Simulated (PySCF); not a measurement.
Species: C3H7NO2Si3.
Structure used (GFN2-xTB), in Å, numbered top down from 1:
```
atom  x, y, z in Å
N1     1.4988   -0.8669    3.2337
C2     1.1844   -0.5630    2.1726
Si3    0.5723   -0.0987    0.4711
C4     2.1811    0.3066   -0.4737
O5     2.1935    0.6640   -1.6278
O6     3.2907    0.1717    0.2542
Si7   -1.1835    1.4550    0.2120
C8    -2.1655    0.0295   -0.6511
Si9   -0.9948   -1.5081   -0.5855
H10    4.0850    0.3962   -0.2613
H11   -1.8593    1.9268    1.4252
H12   -0.9913    2.6177   -0.6591
H13   -2.4198    0.2905   -1.6779
H14   -3.1212   -0.1614   -0.1648
H15   -0.7142   -2.0667   -1.9101
H16   -1.5636   -2.5843    0.2312
```

NICS is the negative of the GIAO shielding at a point without a nucleus: at the ring centre (0) and 1 Å above and below it (1); zz is the component along the ring normal. Level: GIAO PBE0/pcSseg-1 (PySCF, non-relativistic, gas phase) on the GFN2-xTB geometry, one conformer.

Ring bond lengths (Å), with Mayer bond orders in brackets: Si3–Si7 2.359 (0.83), Si7–C8 1.934 (0.89), C8–Si9 1.934 (0.89), Si9–Si3 2.358 (0.83).

Q: Give the NICS values of each ring in ppm.

A: 
```
          ring                                                type  NICS(0)  NICS(1), two faces  NICS(1)zz, two faces  rms pucker (Å)  centre to ring atoms, mean (Å)
Si3–Si7–C8–Si9  4-membered ring with 3 Si; formal bonds all single      2.8         -0.2 / -0.2             6.7 / 6.3            0.01                            1.51
```

Q: What do they say, and how far can they be read as aromaticity?

A: 
- Si3–Si7–C8–Si9: mean NICS(1)zz 6.5 ppm, deshielded. Si3, Si7, C8, Si9 have four or more neighbours, and the NICS criterion for π rings isn't applied.

Q: What field does 7.05 T along the ring normal induce along that normal at the first NICS(1) probe listed for ring Si3–Si7–C8–Si9, 1 Å off the ring?

A: NICSzz × B0 = 6.7 ppm × 7.05 T = 47 μT, along the applied field.
